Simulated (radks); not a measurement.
Task: These are the eigenvalues of the occupied orbitals of an atom or ion with whole-number occupations (Ry). Calculated with a radial shooting solver on a logarithmic mesh with Libxc functionals: Dirac Kohn-Sham, BLYP, spin-unpolarised, spherical densities, point nucleus.

| orbital | eigenvalue |
|---|---|
| 1s1/2 | -6104.502 |
| 2s1/2 | -1081.003 |
| 2p1/2 | -1037.019 |
| 2p3/2 | -893.7969 |
| 3s1/2 | -256.4718 |
| 3p1/2 | -236.6989 |
| 3p3/2 | -204.9757 |
| 3d3/2 | -172.3045 |
| 3d5/2 | -165.5085 |
| 4s1/2 | -56.36236 |
| 4p1/2 | -47.89265 |
| 4p3/2 | -40.22982 |
| 4d3/2 | -26.40620 |
| 4d5/2 | -24.97822 |
| 5s1/2 | -8.66002 |
| 4f5/2 | -7.18784 |
| 4f7/2 | -6.87966 |
| 5p1/2 | -5.86493 |
| 5p3/2 | -4.51700 |
| 5d3/2 | -0.79670 |
| 5d5/2 | -0.66177 |
| 6s1/2 | -0.49984 |

Which element is it, and in what charge state? The configuration may be excited. Open shells, if any, are shared by 2j + 1.

Result: Z = 80, mercury, charge 0: Hg in [Hg]. The list shows which subshells hold electrons but not how many an open one holds; the 1s level, -3052.3 hartree, gives Z - s = 78.1 by -(Z - s)^2/2, which with screening and relativity narrows Z to a few neighbours, and the depths of the outer levels then fix element, charge and occupations together.
